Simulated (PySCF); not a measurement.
C2H7BO3Si.
SMILES: `OB(O)/C=C/O[SiH3]`

Torsions of this conformer, `[OH:1][B:2]([OH:3])/[CH:4]=[CH:5]/[O:6][SiH3:7]`: O1–B2–C4–C5 180°, C4–C5–O6–Si7 173°, H–O1–B2–O3 180°, H–O3–B2–O1 0°.

The closed-shell ground state was solved at several levels (PySCF, density fitting, gas phase, non-relativistic). Geometry: PBE0-D3(BJ)/def2-SVP, one conformer, isolated molecule.

| level | basis functions | total energy (Eh) | HOMO (eV) | LUMO (eV) | gap (eV) | dipole (D) |
| --- | --- | --- | --- | --- | --- | --- |
| KT2/pcSseg-2 | 357 | -628.3628 | -5.88 | -1.32 | 4.56 | 0.94 |
| PBE0/pcSseg-1 | 161 | -620.0263 | -6.93 | -0.28 | 6.65 | 0.83 |

Question: What might B3LYP/def2-SVPD (209 basis functions) give for the same quantities?

Answer: Total energy -620.2842 Eh, HOMO -6.80 eV, LUMO -0.65 eV, gap 6.15 eV, dipole 0.93 D.

Question: Over all these levels, which gives the widest orbital gap and which the narrowest?

Answer: PBE0/pcSseg-1 (global hybrid, 25 % exact exchange) has the widest, 6.65 eV, and KT2/pcSseg-2 (GGA) the narrowest, 4.56 eV. Functional and basis both differ between the two, so the spread mixes both effects.

Question: How far do the dipole and the HOMO energy spread over the levels?

Answer: The dipole runs from 0.83 to 0.94 D (mean 0.90 D) and the HOMO from -6.93 to -5.88 eV.
